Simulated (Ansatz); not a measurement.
`[NH2][Al]([OH])[SiH3]` + `SS` → `[SiH3]SS` + `[NH2][AlH][OH]`  (cleavage of the Si–Al bond)

Gas-phase electronic energies from Ansatz, PBE0-D4/def2-TZVP geometries. CCSD(T)/CBS adds triple-zeta CCSD(T) − MP2 to the extrapolated MP2 energy (def2 sets, frozen cores). This one scheme is used for every species. DFT in def2-TZVPP. HSE06 is defined as in plane-wave codes. Each species was taken in one conformer, which may not be the lowest.

```
   level  ΔE (kcal/mol)
HSE06-D4           -9.6
    BLYP           -9.6
```

(1) What does CCSD(T)/CBS give? (Estimate.)

Largest T1 diagnostic among the species: 0.013.

Answers

(1) The calculation gave: -11.7 kcal/mol. The listed levels differ from it by 2.1, 2.1 kcal/mol.

At CCSD(T), def2-SVP lies +1.6 kcal/mol from the extrapolated value and def2-TZVPP +0.9 kcal/mol. From PBE to PBE0 (25 % exact exchange), in def2-TZVPP and without D4, ΔE moves by −0.9 kcal/mol. The D4 term adds −1.0 kcal/mol with B3LYP and −0.4 kcal/mol with PBE0; it sums over pairs of atoms, weighted by their polarisabilities, and B3LYP, whose exchange is more repulsive, gets the larger term.

B3LYP here is the variant with VWN-RPA as its local correlation; programs differ in this.
